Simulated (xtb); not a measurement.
BHO, SMILES B=O. All values are semi-empirical tight-binding results from xtb (GFN2-xTB unless named), good for trends rather than for accurate numbers. Coordinates come from a GFN2-xTB optimisation.

Optimised geometry:

```xyz
3

H      0.0000     0.0000    -1.7410
B      0.0000     0.0000    -0.5955
O      0.0000     0.0000     0.5898
```

```
Quantity                                         Value
---------------------------------------  -------------
point group as xtb finds it                        C∞v
orbital gap                                    8.27 eV
dipole moment                                   2.12 D
zero-point energy                         9.0 kcal/mol
G − E(el) at 298.15 K (modified RRHO)    -3.2 kcal/mol
static polarisability (D4 model)            21.3 bohr³
solvation energy, GFN2-xTB/ALPB(water)   -0.9 kcal/mol
solvation energy, GFN2-xTB/ALPB(hexane)  -1.3 kcal/mol
```

Task: Give the IR lines (harmonic; lines under 4 % of the strongest left out, lines within 3 cm⁻¹ merged). (Estimate from the structure and the level; the computed values follow.)

Result: ν (cm⁻¹): 708 (vs), 1999 (vs), 2892 (s) (against the strongest line: vs over 80 %, s over 45 %, m over 15 %, w over 4 %, vw less)

Task: Give the atomic charges and the Wiberg bond orders between heavy atoms. (The exact figures need the calculation; the answer reports its results.)

Result: charges (e) H1 -0.03, B2 0.36, O3 -0.33. Bond orders B2–O3 2.39.
